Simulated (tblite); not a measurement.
Compound: C₃H₆FNSi₂.
SMILES with atom numbers: `[N:1]#[C:2]/[C:3]([SiH3:4])=[CH:5]\[SiH2:6][F:7]` (hydrogens: H8, H9, H10 on Si4; H11 on C5; H12, H13 on Si6)

Computed with GFN2-xTB (tblite), gas phase: L-BFGS steps from a force-field or distance-geometry start until the largest atomic force falls under 0.01 eV/Å.

The end geometry, which sets the zero of energy:
```
atom  x, y, z in Å
N1      0.0318    2.7088   -0.3895
C2      0.2237    1.5894   -0.2175
C3      0.5142    0.2306   -0.0150
Si4     2.3559   -0.2319   -0.1344
C5     -0.4772   -0.6369    0.2417
Si6    -2.3054   -0.2042    0.3651
F7     -3.0194   -1.6163    0.6807
H8      3.0824    0.5202    0.8878
H9      2.4304   -1.6728    0.1058
H10     2.8282    0.1131   -1.4747
H11    -0.2035   -1.6755    0.3913
H12    -2.6030    0.6420    1.5091
H13    -2.8623    0.2341   -0.9041
```

Problem. These geometries come from the run, each turned onto the end geometry. Order them by energy, lowest first.
A.
```
atom  x, y, z in Å
N1      0.1089    2.7655   -0.4059
C2      0.2940    1.6435   -0.2427
C3      0.5065    0.2417   -0.0123
Si4     2.2782   -0.2002   -0.1386
C5     -0.5024   -0.6250    0.2482
Si6    -2.3109   -0.2908    0.3756
F7     -3.0051   -1.6945    0.6911
H8      3.0723    0.5191    0.9042
H9      2.4427   -1.6699    0.1039
H10     2.8054    0.1055   -1.4752
H11    -0.2940   -1.6792    0.3971
H12    -2.5698    0.6458    1.4962
H13    -2.8299    0.2392   -0.8953
```
B.
```
atom  x, y, z in Å
N1      0.1238    2.7284   -0.4048
C2      0.2318    1.6002   -0.2190
C3      0.4994    0.2404   -0.0150
Si4     2.3414   -0.2281   -0.1327
C5     -0.4913   -0.6261    0.2398
Si6    -2.3213   -0.2199    0.3694
F7     -3.0014   -1.6505    0.6836
H8      3.0649    0.5238    0.8944
H9      2.4268   -1.6711    0.1062
H10     2.8055    0.1160   -1.4769
H11    -0.2116   -1.6602    0.3896
H12    -2.6048    0.6286    1.5172
H13    -2.8675    0.2188   -0.9056
```
C.
```
atom  x, y, z in Å
N1      0.1117    2.7623   -0.4062
C2      0.2867    1.6306   -0.2382
C3      0.4822    0.2512   -0.0122
Si4     2.3086   -0.2132   -0.1345
C5     -0.4900   -0.6207    0.2453
Si6    -2.3213   -0.2696    0.3757
F7     -3.0067   -1.6973    0.6917
H8      3.0675    0.5167    0.8989
H9      2.4403   -1.6625    0.1028
H10     2.8038    0.1063   -1.4740
H11    -0.2863   -1.6783    0.3966
H12    -2.5704    0.6396    1.4922
H13    -2.8301    0.2355   -0.8918
```
D.
```
atom  x, y, z in Å
N1      0.1225    2.7471   -0.4067
C2      0.2494    1.6179   -0.2271
C3      0.4936    0.2441   -0.0146
Si4     2.3373   -0.2254   -0.1310
C5     -0.4972   -0.6194    0.2423
Si6    -2.3306   -0.2445    0.3747
F7     -3.0021   -1.6773    0.6878
H8      3.0627    0.5174    0.8936
H9      2.4337   -1.6610    0.1033
H10     2.8027    0.1102   -1.4736
H11    -0.2510   -1.6678    0.3933
H12    -2.5823    0.6322    1.4996
H13    -2.8430    0.2270   -0.8953
```
E.
```
atom  x, y, z in Å
N1      0.1153    2.7285   -0.4034
C2      0.2420    1.6007   -0.2212
C3      0.5002    0.2390   -0.0139
Si4     2.3408   -0.2284   -0.1324
C5     -0.4870   -0.6317    0.2409
Si6    -2.3162   -0.2135    0.3678
F7     -3.0037   -1.6402    0.6824
H8      3.0654    0.5244    0.8925
H9      2.4240   -1.6706    0.1066
H10     2.8073    0.1175   -1.4765
H11    -0.2036   -1.6678    0.3897
H12    -2.6130    0.6260    1.5189
H13    -2.8758    0.2165   -0.9051
```

Solution. E (0.003 eV), B (0.007 eV), D (0.025 eV), C (0.097 eV), A (0.216 eV).

In the order of the answer:

| step | E above end (eV) | largest force (eV/Å) | rms force component (eV/Å) | rms distance from end (Å) | rms bond change (Å) | bond most changed (Å) |
| --- | --- | --- | --- | --- | --- | --- |
| 10 | 0.003 | 0.11 | 0.033 | 0.030 | 0.002 | C2–C3 -0.003 |
| 8 | 0.007 | 0.15 | 0.044 | 0.033 | 0.002 | C5–Si6 -0.004 |
| 5 | 0.025 | 0.25 | 0.098 | 0.043 | 0.004 | C2–C3 +0.007 |
| 1 | 0.097 | 1.14 | 0.346 | 0.057 | 0.009 | C3–Si4 -0.014 |
| 0 | 0.216 | 2.33 | 0.620 | 0.063 | 0.031 | C3–Si4 -0.072 |

The cost below is that of the whole relaxation. Time: 0.19 s wall. Hardware: an Arm Neoverse V2 with one thread, shared host with 96 logical CPUs at a one-minute load of 61.
